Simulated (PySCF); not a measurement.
NMR parameters of SiEt2(NHEt)2

SiEt2(NHEt)2, C8H22N2Si, point group C1.

Cartesian coordinates in Å; atom numbers follow the order of the lines, from 1:
```xyz
33

Si    0.300    0.145    0.158
C     0.240    0.320    2.038
C    -1.167    0.219    2.620
H     0.712    1.277    2.326
H     0.889   -0.466    2.464
H    -1.178    0.320    3.717
H    -1.829    0.996    2.207
H    -1.625   -0.753    2.375
C     2.096    0.021   -0.408
C     2.916    1.260   -0.057
H     2.095   -0.140   -1.501
H     2.560   -0.881    0.028
H     3.944    1.205   -0.451
H     2.453    2.172   -0.466
H     2.995    1.399    1.033
N    -0.554    1.527   -0.452
C    -0.944    1.743   -1.825
C    -2.385    2.208   -1.960
H    -0.631    2.349    0.136
H    -0.278    2.468   -2.337
H    -0.820    0.786   -2.358
H    -3.072    1.472   -1.515
H    -2.665    2.354   -3.016
H    -2.543    3.167   -1.439
N    -0.536   -1.240   -0.480
C     0.006   -2.556   -0.727
C    -0.015   -3.488    0.479
H    -1.545   -1.235   -0.366
H    -0.537   -3.031   -1.564
H     1.044   -2.446   -1.082
H     0.581   -3.073    1.307
H     0.391   -4.482    0.230
H    -1.043   -3.628    0.850
```

GIAO calculations in PySCF 2.14 on the PBE0-D3(BJ)/def2-SVP structure: isolated species, non-relativistic, equivalent atoms averaged; basis pcSseg-1.

**Question.** Give the isotropic shieldings (ppm) with KT2, PBE0.

**Answer.** 
```csv
atoms,environment,KT2,PBE0
Si1,"silicon bonded to 2 C, 2 N",366.9,356.4
N16/N25,"nitrogen bonded to C, Si, H",212.8,220.8
C17/C26,"carbon bonded to C, N, 2 H",142.7,146.5
C18/C27,"carbon bonded to C, 3 H",159.0,160.9
C2/C9,"carbon bonded to C, Si, 2 H",173.4,176.3
C3/C10,"carbon bonded to C, 3 H",173.9,175.9
H20/H21/H29/H30,"hydrogen on a carbon bonded to C, N",28.30,28.55
H6/H7/H8/H13/H14/H15,hydrogen on a carbon bonded to C,30.19,30.32
H22/H23/H24/H31/H32/H33,hydrogen on a carbon bonded to C,30.21,30.30
H4/H5/H11/H12,"hydrogen on a carbon bonded to C, Si",30.72,30.94
H19/H28,"hydrogen on a nitrogen bonded to C, Si",30.95,31.29
HOMO–LUMO gap (eV),–,5.18,7.33
```

**Question.** And the chemical shifts, against references computed in the same way?

**Answer.** 
```
                  atoms  nucleus, reference   KT2   PBE0
                    Si1      $^{29}$Si, TMS  -5.9   -4.4
                N16/N25       $^{15}$N, NH3  51.5   44.8
                C17/C26       $^{13}$C, TMS  40.5   38.0
                C18/C27       $^{13}$C, TMS  24.2   23.5
                  C2/C9       $^{13}$C, TMS   9.8    8.1
                 C3/C10       $^{13}$C, TMS   9.3    8.6
        H20/H21/H29/H30        $^{1}$H, TMS  2.88   2.72
   H6/H7/H8/H13/H14/H15        $^{1}$H, TMS  0.98   0.95
H22/H23/H24/H31/H32/H33        $^{1}$H, TMS  0.97   0.97
          H4/H5/H11/H12        $^{1}$H, TMS  0.46   0.33
                H19/H28        $^{1}$H, TMS  0.23  -0.02
```

**Question.** Which part of the shielding of Si1 depends on the functional?

**Answer.** Diamagnetic: KT2 891, PBE0 887 ppm; paramagnetic: KT2 -524, PBE0 -530 ppm.

Experimental scales use liquid or dissolved standards, which lie at an offset from isolated NH3 (liquid NH3: subtract about 20 ppm).
